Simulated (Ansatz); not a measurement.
Molecule: SbI2, net charge 0, doublet state. It need not be the lowest isomer of its formula. 
Geometry from a B3LYP-D3(BJ)/def2-TZVP (Ansatz, a program for electronic structure) optimisation:
```
Sb
I 1 2.7314
I 1 2.7314 2 101.05
```
Charge 0, spin multiplicity 2.

Property: vertical ionisation energy (to the singlet state of charge +1; each state is the SCF solution reached for its spin; for the singlet T1 is 0.031), in eV. Correlated levels leave the core frozen unless marked. Open shells are spin-unrestricted. No spin-orbit coupling. The frozen core is the preceding noble-gas configuration, with the filled d and f shells of earlier blocks. Past Kr the def2 sets carry scalar-relativistic core potentials. Basis-set limits of correlation are two-point, X^-3; Hartree-Fock from the larger set. The bracket is a focal-point correction in the basis named.

```csv
level,program,vertical ionisation energy (eV)
r2SCAN/def2-TZVPD,Ansatz,7.91
wB97M-V/def2-TZVPD,Ansatz,…
wB97X-V/def2-TZVPD,Ansatz,8.15
B2PLYP/def2-TZVPD,Ansatz,…
SCS-MP2/def2-SVPD,Ansatz,7.78
SCS-MP2/def2-TZVPPD,Ansatz,7.82
"RI-MP2/CBS(def2-TZVPPD,def2-QZVPPD)+[CCSD(T)-MP2]/def2-TZVPPD",Ansatz,7.94
```

Q: Fill in the missing entries.

A: 
- wB97M-V/def2-TZVPD, vertical ionisation energy (eV): 8.14
- B2PLYP/def2-TZVPD, vertical ionisation energy (eV): 7.80
